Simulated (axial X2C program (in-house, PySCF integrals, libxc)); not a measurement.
**Potential curves of MnSe, two-component**

Calculated with an in-house all-electron X2C program for linear molecules (integrals from PySCF). Two-component (2c) means X2C with spin–orbit coupling and atomic mean-field two-electron Coulomb and Gaunt terms. Basis: Se dyall-cv3z [8s9p6d4f1g], Mn dyall-cv3z [9s10p6d3f2g] (cores contracted in-house); Gaussian nuclei, density fitting, unrestricted open shells. Masses: Se 79.917 u, Mn 54.938 u.

State: Ω = 5/2 (⟨Sz⟩ = 2.50, ⟨Lz⟩ = 0.00 at TPSSh). Energies in cm⁻¹ from the lowest point of each curve. Fits are polynomials in 1 − R0/R over 0.85 to 1.23 times the lowest point R0.

| R (Å) | TPSSh |
| --- | --- |
| 1.9088 | 7278 |
| 1.9965 | 2848 |
| 2.0624 | 1018 |
| 2.1282 | 146 |
| 2.1940 | 0 |
| 2.2708 | 508 |
| 2.3476 | 1536 |
| 2.4463 | 3348 |
| 2.5670 | 5959 |
| 2.7425 | 9908 |

One determinant describes the state; a PBE0 search over occupations chose it and may have missed a lower one. Density functionals use the spin component along the axis (collinear). With several unpaired electrons one determinant need not be a pure state. This is the top spin component of a Σ state; components of lower Ω are not single determinants and can lie lower. The determinant is spin-polarised beyond a pure state at some levels (its spin-free form has ⟨S²⟩ too high), which makes Re and μ there less reliable.

Task: Fit the TPSSh curve near its minimum: give the equilibrium distance and the harmonic wavenumber.

Result: At TPSSh, 2c: Re = 2.176 Å, ωe ≈ 375 cm⁻¹; Be follows as 0.109 cm⁻¹.
